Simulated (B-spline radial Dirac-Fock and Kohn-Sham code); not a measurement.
# Dipole and non-dipole photoemission parameters of Br³⁺ 2p3/2

System: Br³⁺, 1s2 2s2 2p6 3s2 3p6 3d10 4s2 4p2; threshold 1594.3 eV (orbital energy of the model). Calculated with a radial atomic solver, using Dirac-Hartree-Slater photoionisation with a Latter tail; cross sections with all multipoles, angular parameters from the dipole term and its interference with E2.

For linearly polarised light dσ/dΩ = σ/(4π) [1 + β P₂(cos θ) + (δ + γ cos²θ) sin θ cos φ], with θ from the polarisation vector and φ the angle between the beam and the projection of the electron momentum on the plane normal to the polarisation.

```tsv
hν (eV)	σ (kb)	β	γ	δ
1970	221	1.346	-0.087	0.015
2580	107	1.466	0.223	0.029
4000	30.8	1.424	0.713	0.049
4660	19.5	1.381	0.871	0.059
4810	17.7	1.371	0.903	0.061
6000	9.02	1.291	1.120	0.080
7720	?	?	?	?
8047.8	3.57	1.164	1.381	0.115
9251.7	2.27	1.097	1.491	0.135
10900	1.33	1.015	1.613	0.163
12000	0.966	0.965	1.679	0.182
12100	0.939	0.961	1.684	0.183
```

Problem. Give the values at 7720 eV.

Solution. σ = 4.08 kb, β = 1.183, γ = 1.346, δ = 0.109.
